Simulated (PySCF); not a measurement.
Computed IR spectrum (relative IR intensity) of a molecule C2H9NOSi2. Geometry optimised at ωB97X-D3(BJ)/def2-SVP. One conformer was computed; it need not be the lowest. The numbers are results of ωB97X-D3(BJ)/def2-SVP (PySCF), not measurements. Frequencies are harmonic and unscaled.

Lines under 2 % of the strongest are left out, and lines within 2 cm⁻¹ are merged.

| ν (cm⁻¹) | relative intensity |
|---|---|
| 154 | 25 |
| 205 | 2.0 |
| 213 | 29 |
| 247 | 4.8 |
| 376 | 2.4 |
| 503 | 13 |
| 653 | 6.0 |
| 668 | 7.3 |
| 679 | 13 |
| 723 | 100 |
| 741 | 56 |
| 805 | 46 |
| 859 | 67 |
| 864 | 34 |
| 949 | 57 |
| 1011 | 86 |
| 1025 | 7.0 |
| 1184 | 13 |
| 1193 | 7.0 |
| 1260 | 37 |
| 1326 | 29 |
| 1451 | 8.6 |
| 1463 | 3.8 |
| 1481 | 6.7 |
| 1504 | 2.0 |
| 2200 | 81 |
| 2218 | 87 |
| 2227 | 82 |
| 3006 | 26 |
| 3010 | 45 |
| 3058 | 26 |
| 3075 | 15 |
| 3142 | 8.6 |
| 3938 | 62 |

**Question.** Which molecule gave these data?
(A) C=CN([SiH3])[SiH2]O
(B) CO/C([SiH3])=N\[SiH3]
(C) CN1C[Si@@H](O)[SiH2]1
(D) CC1(N)[SiH2]O[SiH2]1

**Answer.** C, CN1C[Si@@H](O)[SiH2]1
